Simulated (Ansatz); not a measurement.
Relaxation of CH$_{5}$FGeO$_{2}$ (10 atoms, charge 0, multiplicity 1), to a largest force component of 0.015 eV/Å in at most 40 steps.

Method: Ansatz 0.2.0, RKS r2SCAN/def2-SVP.

```xyz
10
Properties=species:S:1:pos:R:3
O -0.283 -0.685 1.564
C 0.601 -0.779 0.517
F 1.277 -1.951 0.688
O 0.017 -0.837 -0.725
Ge -0.651 0.792 -1.172
H 0.193 -0.512 2.386
H 1.370 0.063 0.545
H -1.462 0.721 -2.485
H -1.669 1.206 -0.059
H 0.454 1.815 -1.317
```

Question: Where does it end, and by what steps?

Answer: It converged. After 22 steps the energy has fallen by 0.417 eV; F3 moved furthest, 1.38 Å.

```csv
step,energy less start (eV),largest force component (eV/Å),accepted
0,0.0000,1.454,yes
1,-0.1811,0.543,yes
2,-0.2180,0.350,yes
3,-0.2131,1.057,no
4,-0.2380,0.137,yes
5,-0.2492,0.070,yes
6,-0.2608,0.232,yes
7,-0.2622,0.582,yes
8,-0.2753,0.314,yes
9,-0.2855,0.264,yes
10,-0.2976,0.158,yes
11,-0.3130,0.094,yes
12,-0.3011,0.916,no
13,-0.3255,0.167,yes
14,-0.3377,0.339,yes
15,-0.3406,0.761,yes
16,-0.3826,0.275,yes
17,-0.3978,0.327,yes
18,-0.4096,0.202,yes
19,-0.4024,0.422,no
20,-0.4157,0.063,yes
21,-0.4160,0.174,yes
22,-0.4165,0.012,yes
```

```xyz
10
Properties=species:S:1:pos:R:3
O 0.563 0.206 1.381
C 0.792 -0.792 0.449
F -0.094 -1.834 0.726
O 0.591 -0.308 -0.788
Ge -0.828 0.801 -1.068
H 0.512 -0.202 2.258
H 1.807 -1.232 0.520
H -1.007 0.687 -2.583
H -2.049 0.286 -0.301
H -0.441 2.223 -0.653
```

Whether the end is a true minimum wasn't checked by a vibrational analysis.

Run time: 110 s on 2 threads of Arm Neoverse V1 (shared host), peak memory 0.17 GiB.
